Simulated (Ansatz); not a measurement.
Al3Sb3: single points at one geometry.

```yaml
crystal:
  periodic: [false, false, false]
  atoms:
    - {symbol: Al, position_ang: [1.192646, -1.827092, -0.712220]}
    - {symbol: Al, position_ang: [-1.428923, 2.219487, 0.904966]}
    - {symbol: Al, position_ang: [-0.905041, 0.433603, -1.043215]}
    - {symbol: Sb, position_ang: [1.730138, 0.735773, -1.080117]}
    - {symbol: Sb, position_ang: [0.606432, 0.197348, 1.509274]}
    - {symbol: Sb, position_ang: [-1.195242, -1.759118, 0.421303]}
basis:
  gaussian: {orbitals: def2-SVP, initial_orbitals: start.molden}
hamiltonian: {xc: {text: "exchange = 0.85*pbe_x + 0.15*exact_x\ncorrelation = pbe_c"}}
scf: {omitted_lower_state_checks: [starts]}
output: {orbitals: {seedname: orbitals}}
```

The file start.molden holds the orbitals of an earlier run on this structure, at another level or in another basis.

```sh
$ ansatz run in.yaml --threads 4 --pin off --events-out ev --progress --plain --max-ram 4787MiB
```

It prints (some lines left out):

```
Functional definition: unnamed
1476 factors; integrals over basis functions are off by at most 5.5e-4 eV
mean field evaluation 1: about -39390.7589 eV, gradient 3.3e1 eV
mean field evaluation 2: about -39390.9414 eV, gradient 4.0e-1 eV
mean field evaluation 4: about -39391.0129 eV, gradient 1.6e-3 eV
mean field -39391.01291567 eV, -1447.5930244634 hartree, gradient 1.9e-5 eV, S^2 0.000000; 0 other end points of the search recorded, 0 dependent functions left out
reference -39391.01294552 eV, -1447.5930255604 hartree; 54, 54 occupied and 78, 78 virtual orbitals, 1476 factors
Total energy: -39391.01294552 eV, -1447.5930255604 hartree
Checks for a lower state left out: starts
```

It took 4 s on 4 threads of Arm Neoverse V1 on a shared host.

The first input with `gaussian: {orbitals: def2-TZVP, initial_orbitals: start.molden}`, `hamiltonian: {xc: {name: r2SCAN0}, dispersion: d4}` (abridged; 17 s):

```
Functional definition: r2SCAN0
mean field -39410.54500888 eV, -1448.3108156496 hartree, gradient 1.6e-5 eV, S^2 0.000000
Total energy: -39410.67782101 eV, -1448.3156964054 hartree
Checks for a lower state left out: starts
```

The first input with `hamiltonian: {xc: pbe, dispersion: d4}` (abridged; 2.3 s):

```
Functional definition: PBE
mean field -39389.58970810 eV, -1447.5407225499 hartree, gradient 2.3e-5 eV, S^2 0.000000
Total energy: -39390.12497449 eV, -1447.5603932267 hartree
Checks for a lower state left out: starts
```

The first input with `correlation: {method: ccsd_t}` and without the key `hamiltonian` (abridged; 30 s):

```
Functional definition: HF
mean field evaluation 16: about -39269.4694 eV, gradient 2.7e1 eV
mean field evaluation 32: about -39272.4154 eV, gradient 3.5e-2 eV
mean field evaluation 64: about -39270.5010 eV, gradient 9.0e-2 eV
mean field -39275.98325468 eV, -1443.3657623918 hartree, gradient 1.7e-6 eV, S^2 0.000000; unrestricted orbitals would lower it
mean field evaluation 96: about -39276.4244 eV, gradient 1.6e-1 eV
27 core orbitals not correlated: weight in the atoms' cores, before any rotation towards them, 1.000 or more for the frozen orbitals, at most 0.000 for the correlated occupied ones
second order -14.75344729 eV of doubles, -0.00000000 eV of singles
cycle   1  -14.11086222 eV  change    6.4e-1 eV  update   2.1e-1
cycle   2  -14.82490713 eV  change   -7.1e-1 eV  update   8.2e-2
cycle   3  -15.02383548 eV  change   -2.0e-1 eV  update   4.0e-2
cycle   4  -15.01864332 eV  change    5.2e-3 eV  update   1.5e-2
cycle   5  -15.01361903 eV  change    5.0e-3 eV  update   9.9e-3
cycle   6  -15.01737071 eV  change   -3.8e-3 eV  update   5.2e-3
cycle   7  -15.01550429 eV  change    1.9e-3 eV  update   2.9e-3
cycle   8  -15.01547102 eV  change    3.3e-5 eV  update   1.2e-3
cycle   9  -15.01620936 eV  change   -7.4e-4 eV  update   4.7e-4
cycle  10  -15.01604005 eV  change    1.7e-4 eV  update   1.9e-4
cycle  11  -15.01600330 eV  change    3.7e-5 eV  update   9.0e-5
cycle  12  -15.01605173 eV  change   -4.8e-5 eV  update   4.0e-5
perturbative correction -1.13088474 eV, -0.0415592476 hartree
Total energy: -39292.13019115 eV, -1443.9591513623 hartree
Checks for a lower state left out: starts
```

The first input with `hamiltonian: {xc: {text: "exchange = 0.60*pbe_x + 0.40*exact_x\ncorrelation = pbe_c"}}` (abridged; 4.1 s):

```
Functional definition: unnamed
mean field -39393.55028442 eV, -1447.6862710450 hartree, gradient 4.8e-5 eV, S^2 0.000000
Total energy: -39393.55030561 eV, -1447.6862718237 hartree
Checks for a lower state left out: starts
```

First input, but with `hamiltonian: {xc: pbe0, dispersion: d4}` (abridged; 4.1 s):

```
Functional definition: PBE0
mean field -39392.00366514 eV, -1447.6294338347 hartree, gradient 2.5e-5 eV, S^2 0.000000
Total energy: -39392.46696740 eV, -1447.6464598787 hartree
Checks for a lower state left out: starts
```

As the first input, with `gaussian: {orbitals: def2-TZVPD, initial_orbitals: start.molden}`, `hamiltonian: {xc: {name: wB97X-V}}` (abridged; 39 s):

```
Functional definition: wB97X-V
mean field -39401.96490607 eV, -1447.9955026871 hartree, gradient 1.6e-5 eV, S^2 0.000000
Total energy: -39401.96490395 eV, -1447.9955026092 hartree
Checks for a lower state left out: starts
```

Geometry: PBE0-D4/def2-SVP.

In the def2 sets Sb takes a core potential; there is no spin–orbit coupling. Correlated methods freeze 27 core orbitals; core or outer-core shells of Sb are correlated, in sets that lack core-valence functions. The restricted singlet is unstable towards broken spin symmetry at other levels; at PBE with 15 % exact exchange/def2-SVP, r2SCAN0-D4/def2-TZVP, PBE-D4/def2-SVP, PBE with 40 % exact exchange/def2-SVP and others this wasn't settled. At CCSD(T)/def2-SVP the restricted singlet (for correlated methods, its reference) is unstable: a solution with broken spin symmetry lies lower. The geometry of the singlet was relaxed on an unsound state (restricted singlet, unstable towards broken spin symmetry at other levels and untested here). The structure comes from a short search, and lower isomers may exist.
